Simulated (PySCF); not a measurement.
InFCl₂, SMILES [Cl][In]([Cl])[F].

The structure is a stationary point at PBE-D3(BJ)/def2-SVP. The def2 effective core potentials stand for the cores of In; spin–orbit coupling is left out.

Level of theory: r2SCAN/def2-TZVPD (PySCF).

Symmetry labels are those of the subgroup C2v that the program uses (full group C2v).

Computed valence orbital energies around the gap with their symmetry:
| orbital | symmetry | energy (eV) |
|---|---|---|
| HOMO−7 | A1 | -10.26 |
| HOMO−6 | B2 | -10.16 |
| HOMO−5 | B1 | -9.71 |
| HOMO−4 | B2 | -9.30 |
| HOMO−3 | B1 | -8.90 |
| HOMO−2 | A2 | -8.67 |
| HOMO−1 | A1 | -8.66 |
| HOMO | B2 | -8.57 |
| LUMO | A1 | -4.14 |
| LUMO+1 | B1 | -2.35 |
| LUMO+2 | A1 | 0.15 |
| LUMO+3 | A1 | 0.35 |
